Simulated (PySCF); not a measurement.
**How methods differ on the excitation energy of Cd⁺**

Cd⁺ [Kr] 4d10 5s1 (2S) → Cd⁺ [Kr] 4d9 5s1 6s1 (4D), as a difference of total energies. All numbers are calculated (PySCF 2.14, scalar relativity by spin-free X2C-1e, in x2c-QZVPPall with one added diffuse shell each of s, p, d, f, g type (14s9p8d5f3g, 143 functions)). Correlated levels: valence: [Kr] frozen; valence and next inner shell: [Ar] 3d10 frozen. The calculations carry no spin-orbit coupling.

```tsv
method	excitation energy (eV)
UHF	18.477
LDA	20.130
PBE0	19.671
r2SCAN	19.864
MP2 (valence)	20.292
MP2 (valence and next inner shell)	20.157
SCS-MP2 (valence and next inner shell)	20.023
```

Estimate what PBE gives.

19.711 eV, closest to PBE0 among the rows shown.

Estimate what SCS-MP2 (valence) gives.

20.214 eV, closest to MP2 (valence and next inner shell) among the rows shown.

A first-order spin-orbit estimate (lowest level to lowest level, LS coupling) adds -0.292 eV.

The upper state lies above the first ionisation limit, but in LS coupling its spin forbids autoionisation to the ground ion. A Rydberg-like electron needs more diffuse functions than a valence basis has.

The promoted electron is Rydberg-like, and one or two diffuse shells describe it only roughly, which tends to raise the upper state.
